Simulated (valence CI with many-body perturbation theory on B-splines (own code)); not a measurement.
**Missing levels of Mn¹¹⁺**

Level of theory: relativistic CI+MBPT: four valence electrons over a frozen Dirac-Fock core [Ne], a basis of 11 s, 11 p, 9 d, 7 f, 5 g, 2 h, 1 i functions for each j, with the one-electron correlation potential Σ1 (screened to all orders), the two-electron term Σ2, the three-electron term Σ3, Breit, model QED; selected single and double excitations, second order for the rest, scaled by the run's own slope (own B-spline code, finite nucleus).

No measured levels were compared; by estimate levels of excited configurations hold to 0.05 to 0.15 % of their energy, terms of the ground configuration to about 0.5 %.

| Level | E (eV) |
| --- | --- |
| 3s2.3p2 3P_0 | 0.000 |
| 3s2.3p2 3P_1 | 0.896 |
| 3s2.3p2 3P_2 | 1.865 |
| 3s2.3p2 1D_2 | 5.239 |
| 3s2.3p2 1S_0 | 10.298 |
| 3s.3p3 5S°_2 | 24.290 |
| 3s.3p3 3D°_1 | 32.783 |
| 3s.3p3 3D°_2 | 32.798 |
| 3s.3p3 3D°_3 | ? |
| 3s.3p3 3P°_0 | ? |
| 3s.3p3 3P°_1 | 37.645 |
| 3s.3p3 3P°_2 | ? |
| 3s.3p3 1D°_2 | 41.414 |
| 3s.3p3 3S°_1 | 47.859 |
| 3s2.3p.3d 3F°_2 | 49.491 |
| 3s2.3p.3d 3F°_3 | 50.171 |
| 3s.3p3 1P°_1 | 50.226 |
| 3s2.3p.3d 3F°_4 | ? |
| 3s2.3p.3d 3P°_2 | ? |
| 3s2.3p.3d 3P°_1 | ? |

Names give the largest LS component (configuration and term), which can be under half, so a name can repeat, a term be missing and a line seem to break the LS rules; names also repeat where a configuration has a term twice.

(1) The levels stand in rising order. What does the calculation give for the missing energies?

## Answers

(1) 3s.3p3 3D°_3 33.055; 3s.3p3 3P°_0 37.584; 3s.3p3 3P°_2 37.701; 3s2.3p.3d 3F°_4 51.167; 3s2.3p.3d 3P°_2 56.111; 3s2.3p.3d 3P°_1 57.041.
